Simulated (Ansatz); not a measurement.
A structure relaxed at PBE-D4/def2-SVP in Ansatz, charge 0, doublet:

```
atom   x (Å)   y (Å)   z (Å)
 Tl1   2.804  -0.340  -0.121
 Tl2  -1.712  -2.123   0.777
 Tl3  -0.563   0.403  -2.031
 Tl4  -0.283   1.477   1.530
  H5   1.398  -0.190  -1.716
  H6  -1.129  -0.385   1.866
  H7  -1.361  -1.299  -1.157
  H8   1.634   0.719   1.313
  H9  -0.787   1.738  -0.462
```

**Question.** Give its formula and point group.

**Answer.** Tl4H5. Point group C2v (tolerance 0.1 Å).

**Question.** Summarise the bond lengths by kind (pairs closer than 1.2 times the sum of covalent radii, bridged metal pairs left out).

**Answer.** 6 × H–Tl 2.07 Å.

In the def2 sets Tl takes a core potential; there is no spin–orbit coupling. The relaxation made no stability test and no search for a lower SCF solution. Another isomer (doublet) lies 0.23 eV lower at PBE0-D4/def2-TZVP; other spin states weren't run for this one.
